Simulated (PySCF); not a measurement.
A calculated (M06-L, PySCF 2.14, 6-31G*, the non-relativistic Hamiltonian (point nucleus)) atom or ion has these occupied shells.

| shell | electrons | orbital energy (eV) | rms radius, mean of both spins (bohr) |
| --- | --- | --- | --- |
| 1s α | 1 | -2422.0 | 0.113 |
| 1s β | 1 | -2421.4 | 0.113 |
| 2s α | 1 | -227.42 | 0.520 |
| 2s β | 1 | -227.04 | 0.520 |
| 2p α | 3 | -170.66 | 0.494 |
| 2p β | 3 | -169.98 | 0.494 |
| 3s α | 1 | -29.640 | 1.78 |
| 3s β | 1 | -25.141 | 1.78 |
| 3p α | 3 | -18.152 | 2.00 |

Q: Name the element and its charge.

A: S+ (sulfur, charge +1), in [Ne] 3s2 3p3, high-spin 4S determinant.
